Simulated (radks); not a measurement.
All-electron atom: Hg19+ in [Kr] 4d10 4f13 5s2 (the NIST ground configuration). All-electron calculation, Dirac Kohn-Sham, exchange-only PBE, spin-unpolarised, spherical densities, finite nucleus; open shells fill j = l - 1/2 first; Fermi nuclear charge, rms radius 5.4648 fm. Program: a radial shooting solver on a logarithmic mesh with Libxc functionals.

X-ray form factor f0, the Fourier transform of the density (f0(0) = 61):

sin(theta)/lambda (1/angstrom)  f0 (electrons)
0.05                                    60.834
0.1                                     60.340
0.15                                    59.533
0.2                                     58.436
0.25                                    57.080
0.3                                     55.499
0.4                                     51.822
0.5                                     47.728
0.6                                     43.511
0.8                                     35.564
1                                       29.025
1.25                                    23.097
1.5                                     19.228
2                                       14.987
